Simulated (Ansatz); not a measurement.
Input file for Ansatz (a quantum-chemistry and plane-wave program): R-wB97X-V/def2-TZVPPD on AsH3 (SMILES [AsH3]) with ghost functions, monomers drawn apart or pushed together. Files ending in .json are basis or fitting sets from the Basis Set Exchange.

Ansatz 0.2 input:
```yaml
crystal:
  periodic: [false, false, false]
  atoms:
    - {symbol: As, position_ang: [0.19653600, 0.35114973, 2.78693508]}
    - {symbol: H, position_ang: [0.29535620, 0.47744493, 4.30551824]}
    - {symbol: H, position_ang: [-1.31322678, 0.55139232, 2.80329883]}
    - {symbol: H, position_ang: [0.45418598, 1.83822864, 2.58153324]}
basis:
  gaussian:
    orbitals: def2-TZVPPD.json
    ghost_atoms:
      - {symbol: P, position_ang: [-0.02368630, 0.12211135, -0.47461598]}
      - {symbol: H, position_ang: [1.38807192, -0.00196129, -0.46009729]}
      - {symbol: H, position_ang: [-0.23775009, -1.26422134, -0.27260405]}
      - {symbol: H, position_ang: [-0.11148580, 0.02546532, -1.88833417]}
hamiltonian:
  xc: {name: wB97X-V}
scf: {lower_state_search: off}
```

Program output:

```
Functional definition: wB97X-V
[...]
these checks for a lower state are left out or cut short: stability, starts, cluster_reference, orbital_swaps, neighbouring_geometries, increment
integrals: 0.15 GiB planned
1069 factors; their error is unknown
integrals: 0.19 GiB planned
290 factors; integrals over basis functions are off by at most 3.1e-5 eV
mean field: 1.17 GiB planned
mean field evaluation 1: about -60883.9014 eV, gradient 1.0e1 eV
mean field evaluation 2: about -60884.0453 eV, gradient 6.8e0 eV
mean field evaluation 4: about -60884.0830 eV, gradient 2.7e-1 eV
mean field evaluation 8: about -60884.2428 eV, gradient 4.1e-2 eV
mean field -60884.24282053 eV, -2237.4546548324 hartree, gradient 5.5e-6 eV, S^2 0.000000; 0 other end points of the search recorded, 0 dependent functions left out
reference -60884.24281861 eV, -2237.4546547619 hartree; 18, 18 occupied and 186, 186 virtual orbitals, 1069 factors
Total energy: -60884.24281861 eV, -2237.4546547619 hartree
Checks for a lower state left out: stability, starts, cluster_reference, orbital_swaps, neighbouring_geometries, increment
```

Self-consistency was reached.

Cost: very roughly 4 core-seconds.
